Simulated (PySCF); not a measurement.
Simulated outer-valence photoelectron spectrum of `[GeH3][O][GeH3]`. Computed with EOM-IP-CCSD/aug-cc-pVDZ in PySCF, restricted Hartree–Fock reference, frozen core, non-relativistic, gas phase, PBE0-D3(BJ)/def2-SVP geometry.

Each root has a Gaussian of 0.4 eV full width with its one-hole share as area; cross sections and vibrations are left out, and the highest printed point is 100.

| ionisation energy (eV) | intensity |
| --- | --- |
| 9.8 | 0 |
| 10.0 | 4 |
| 10.2 | 24 |
| 10.4 | 41 |
| 10.6 | 34 |
| 10.8 | 42 |
| 11.0 | 22 |
| 11.2 | 3 |
| 11.4 | 0 |
| 11.6 | 0 |
| 11.8 | 4 |
| 12.0 | 34 |
| 12.2 | 74 |
| 12.4 | 49 |
| 12.6 | 10 |
| 12.8 | 1 |
| 13.0 | 2 |
| 13.2 | 30 |
| 13.4 | 100 |
| 13.6 | 94 |
| 13.8 | 26 |
| 14.0 | 2 |
| 14.2 | 0 |
| 14.4 | 0 |
| 14.6 | 0 |
| 14.8 | 0 |
| 15.0 | 0 |
| 15.2 | 0 |
| 15.4 | 0 |
| 15.6 | 0 |
| 15.8 | 0 |
| 16.0 | 0 |
| 16.2 | 0 |
| 16.4 | 0 |
| 16.6 | 0 |
| 16.8 | 0 |
| 17.0 | 0 |
| 17.2 | 5 |
| 17.4 | 26 |
| 17.6 | 36 |
| 17.8 | 12 |
| 18.0 | 1 |

Problem. Where are the maxima, and how many lines lie under the curve?

Solution. 5 maxima, at 10.4, 10.8, 12.2, 13.5 and 17.5 eV, from 8 lines. At this width some lines have no maximum of their own.

Problem. List the lines with their holes.

Solution. 
| E (eV) | leading hole (HF orbital) | area | Koopmans (eV) |
| --- | --- | --- | --- |
| 10.37 | HOMO | 0.94 | 11.77 |
| 10.82 | HOMO-1 | 0.94 | 12.05 |
| 12.17 | HOMO-2 | 0.95 | 12.79 |
| 12.29 | HOMO-3 | 0.95 | 12.87 |
| 13.44 | HOMO-6 | 0.94 | 14.88 |
| 13.47 | HOMO-4 | 0.94 | 14.78 |
| 13.57 | HOMO-5 | 0.94 | 14.84 |
| 17.55 | HOMO-7 | 0.88 | 19.01 |

The widest gap, 3.98 eV, lies between 13.57 and 17.55 eV. Only orbitals with −ε under 21 eV, eight at most, were ionised, so the high end of the curve may lack lines.
